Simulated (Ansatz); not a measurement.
Ansatz (an electronic-structure program) input (CCSD(T)/def2-SVPD):

Ansatz 0.2 input:
```yaml
crystal:
  periodic: [false, false, false]
  atoms:
    - {symbol: Co, position_ang: [0.00000000, 0.00000000, 0.00000000]}
    - {symbol: Cl, position_ang: [-0.00000000, -0.00000000, -2.09855469]}
    - {symbol: Cl, position_ang: [0.00000000, 0.00000000, 2.09855469]}
basis:
  gaussian:
    orbitals: def2-SVPD
magnetization: {spin_polarized: true, initial_magnetization: 3}
correlation: {method: ccsd_t, electrons: outside_noble_gas}
output: {forces: true}
```

End of the output:

```
mean field -62588.40231037 eV, -2300.0813609631 hartree, gradient 2.2e-6 eV, S^2 3.761995; 13 other end points of the search recorded, 0 dependent functions left out
determinant -62588.40231037 eV, -2300.0813609631 hartree, with singles and doubles -62601.28623498 eV, -2300.5548364598 hartree
determinant -62588.38469719 eV, -2300.0807136908 hartree, with singles and doubles -62601.28817684 eV, -2300.5549078216 hartree
determinant -62588.37744228 eV, -2300.0804470780 hartree, with singles and doubles -62601.39538033 eV, -2300.5588474773 hartree
determinant -62588.07315946 eV, -2300.0692648906 hartree, with singles and doubles -62601.12712451 eV, -2300.5489892577 hartree
determinant -62587.61758836 eV, -2300.0525229612 hartree, with singles and doubles -62600.57027794 eV, -2300.5285255237 hartree
determinant -62587.19208164 eV, -2300.0368858780 hartree, with singles and doubles -62600.47138046 eV, -2300.5248911084 hartree
determinant -62588.40231037 eV, -2300.0813609631 hartree, with singles and doubles -62601.29705856 eV, -2300.5552342187 hartree
determinant -62588.38469719 eV, -2300.0807136908 hartree, with singles and doubles -62601.29617072 eV, -2300.5552015916 hartree
determinant -62588.37744228 eV, -2300.0804470780 hartree, with singles and doubles -62601.40397774 eV, -2300.5591634261 hartree
determinant -62588.07315946 eV, -2300.0692648906 hartree, with singles and doubles -62601.16162047 eV, -2300.5502569610 hartree
19 core orbitals not correlated
reference -62588.37744228 eV, -2300.0804470780 hartree; 13, 10 occupied and 56, 59 virtual orbitals, 844 factors
densities: 0.59 GiB planned
second order -12.22204462 eV of doubles, -0.00000000 eV of singles
coupled cluster: 0.45 GiB planned
cycle   1  -13.02653748 eV  change   -2.0e-6 eV  update   3.6e-6
cycle   2  -13.02653886 eV  change   -1.4e-6 eV  update   2.4e-6
cycle   3  -13.02654044 eV  change   -1.6e-6 eV  update   1.4e-6
cycle   4  -13.02654099 eV  change   -5.5e-7 eV  update   5.0e-7
cycle   5  -13.02654136 eV  change   -3.7e-7 eV  update   2.4e-7
cycle   6  -13.02654143 eV  change   -6.9e-8 eV  update   1.3e-7
cycle   7  -13.02654139 eV  change    3.6e-8 eV  update   6.4e-8
cycle   8  -13.02654140 eV  change   -6.3e-9 eV  update   3.7e-8
cycle   9  -13.02654142 eV  change   -2.2e-8 eV  update   2.4e-8
cycle  10  -13.02654142 eV  change    1.2e-9 eV  update   1.7e-8
cycle  11  -13.02654142 eV  change   8.3e-10 eV  update   1.3e-8
cycle  12  -13.02654142 eV  change   -4.7e-9 eV  update   1.1e-8
cycle  13  -13.02654143 eV  change  -9.1e-10 eV  update   9.8e-9
cycle  14  -13.02654143 eV  change  -7.2e-10 eV  update   8.4e-9
cycle  15  -13.02654143 eV  change  -6.6e-10 eV  update   8.0e-9
coupled cluster: 0.52 GiB planned
cycle   1  -13.02654097 eV  update   7.4e-8
cycle   2  -13.02654096 eV  change    1.1e-8 eV  update   1.9e-8
cycle   3  -13.02654095 eV  change    1.1e-8 eV  update   7.2e-9
cycle   4  -13.02654095 eV  change  -8.2e-10 eV  update   3.9e-9
cycle   5  -13.02654095 eV  change   -1.4e-9 eV  update   1.8e-9
perturbative correction -0.38722825 eV, -0.0142303756 hartree
the calculation of the forces begins
densities: 0.76 GiB planned
Total energy: -62601.79121149 eV, -2300.5733940040 hartree
Atom 0 at     0.000000     0.000000     0.000000 Å, force     0.000000    -0.000000    -0.000000 eV/Å
Atom 1 at    -0.000000    -0.000000    -2.098555 Å, force    -0.000000     0.000000    -0.952926 eV/Å
Atom 2 at     0.000000     0.000000     2.098555 Å, force     0.000000     0.000000     0.952926 eV/Å
Dipole moment:     0.000000     0.000000    -0.000000 e Å
```

The spin state was set by rule; other spins were not relaxed.
